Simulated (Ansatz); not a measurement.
Ideal-gas functions of C2H3ClFGa, SMILES `F[C]1(Cl)[CH2][GaH]1` at 298.15 K and 1 bar, from an Ansatz frequency run at PBE0-D4/def2-TZVP.

Molar mass 151.22 g/mol, point group C1 (symmetry number 1), electronic degeneracy 1, moments of inertia 126.186, 274.646, 335.862 u Å². Harmonic wavenumbers (cm⁻¹, unscaled): 69, 236, 338, 362, 417, 430, 540, 543, 624, 709, 952, 1016, 1055, 1193, 1409, 2071, 3073, 3165.

Use S(trans) = R[1.5 ln M + 2.5 ln T − 1.1517]; rotational temperatures θ = 24.2544 K / I; S(rot) = R[ln(√π/σ · √(T³/θAθBθC)) + 1.5]; for each mode x = 1.438777 ν̃/T, S = R[x/(eˣ − 1) − ln(1 − e⁻ˣ)] and H = RT x/(eˣ − 1); 1 cm⁻¹ = 0.0119627 kJ/mol; R = 8.31446 J/(mol·K).

Problem. By hand: the entropy, in J/(mol·K).

Solution. Translation 171.4. Rotation: θ = 0.1922, 0.0883, 0.0722 K, giving 116.2. Vibration, mode by mode: 17.50, 7.67, 5.11, 4.66, 3.77, 3.59, 2.37, 2.34, 1.72, 1.24, 0.47, 0.37, 0.31, 0.18, 0.07, 0.00, 0.00, 0.00, in all 51.4. Electronic 0.0. Sum 339.0 J/(mol·K).

Problem. By hand: H − E and G − E in kJ/mol, counted from the electronic energy.

Solution. Zero-point energy ½ × 18202 × 0.0119627 = 108.9; thermal vibration 8.9; translation, rotation and pV give 4 RT = 9.9. H − E = 127.7 kJ/mol, and G − E = 127.7 − 298.15 × 339.0/1000 = 26.6 kJ/mol.

Vibration gives 15 % of the entropy, 17.5 J/(mol·K) of it from the mode under 150 cm⁻¹: soft modes count most, and the harmonic formula is weakest for them. The sum counts one conformer and one mirror image; others add a mixing term.
